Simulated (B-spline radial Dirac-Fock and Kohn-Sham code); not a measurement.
**Ca⁶⁺: input and output of one calculation**

ΔSCF core binding energies without Breit or QED terms, calculated with a radial B-spline solver. Keys: rel is the Hamiltonian (dirac, or spin-free x2c and nr, where L3 and M5 stand for the whole 2p and 3d shells), method is hf or an exchange,correlation pair (spin-unpolarised, also for the hole states), nuc the nuclear model, radius_factor scales its radius, rmax is the box in bohr, h the logarithmic mesh step, order the B-spline order, points the quadrature points per cell, c_factor scales the speed of light, and damp, ndamp, maxit and tol steer the iteration. The run stops when the commutator error falls below 10·tol·max(1, Z/10), or the numerical noise floor, and the energy has settled to about 1e-8 Ha; the virial ratio is −V/T.

Input (task.json):

```json
{"items": [{"Z": 20, "q": 6, "cfg": [[1, 0, 2], [2, 0, 2], [2, 1, 6], [3, 0, 2], [3, 1, 2]], "A": 40, "rrms": 3.4776, "do": "settings", "holes": ["K", "L3", "M5"],
  "settings": [{"rel": "dirac", "method": "hf", "nuc": "fermi", "radius_factor": 2.0, "rmax": 45.0, "h": 0.3, "order": 7, "points": 10, "c_factor": 1.0, "maxit": 60, "damp": 0.5, "ndamp": 3, "tol": 1e-06}]}]}
```

Command: `python xray2_run.py task.json out`

Ground-state iterations:

```
iter   energy (Ha)        error
   1     -664.11988705  9.54e-01
   2     -667.68467391  2.20e-01
   3     -667.79651828  8.74e-02
   4     -667.81505382  3.50e-02
   5     -667.81860841  6.73e-03
   6     -667.81874528  1.80e-04
   7     -667.81874541  1.30e-05
```

The ground state converged in 7 iterations, with total energy -667.81875 Ha, virial ratio 1.99118 and highest orbital energy -125.29 eV. ΔSCF binding energies: K (1s) 4172.5 eV, L3 (2p3/2) 469.7 eV. Holes are computed only in closed shells, and unreliable hole states are left out.
